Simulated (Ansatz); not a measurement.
Sn₅H₂. Total charge 0; singlet. Geometry PBE-D4/def2-SVP, basis def2-TZVP, Ansatz.

```xyz
7

Sn   -1.1958   -1.0925   -0.7858
Sn    1.1457    1.2640    0.5707
Sn    1.5633   -0.9628   -1.0281
Sn   -1.5263    1.8154   -0.5159
Sn   -0.8486   -0.3169    2.0159
H     2.8958   -1.9643   -1.5848
H    -2.0341    1.2569    1.3279
```

| run | HOMO (eV) | LUMO (eV) |
| --- | --- | --- |
| A | -5.59 | -3.04 |
| B | -4.95 | -3.72 |
| C | -5.10 | -3.33 |
| D | -4.95 | -3.52 |
| E | -4.75 | -3.49 |
| F | -5.45 | -3.00 |

In the def2 sets Sn takes a core potential; there is no spin–orbit coupling. HSE06 is defined as in plane-wave codes, on full-range PBE exchange. Another isomer (singlet) lies 0.15 eV lower at PBE0-D4/def2-TZVP; other spin states weren't run for this one.

The runs used HSE06, LDA (SPW92), PBE, PBE0, r2SCAN, r2SCAN0. Estimate which is which.

A r2SCAN0 (25 % exact exchange); B LDA (SPW92) (0 % exact exchange); C HSE06 (range-separated); D r2SCAN (0 % exact exchange); E PBE (0 % exact exchange); F PBE0 (25 % exact exchange). Exact exchange lowers occupied and raises empty levels; among semilocal functionals meta-GGAs tend to open the gap a little, and such runs are hard to tell apart. The gap grows from 1.23 eV (LDA (SPW92)) to 2.55 eV (r2SCAN0). The restricted singlet is unstable towards broken spin symmetry in Hartree–Fock (as tested in another run); at r2SCAN0-D4/def2-TZVP, LDA (SPW92)/def2-TZVP, HSE06-D4/def2-TZVP, r2SCAN-D4/def2-TZVP and others this wasn't settled.
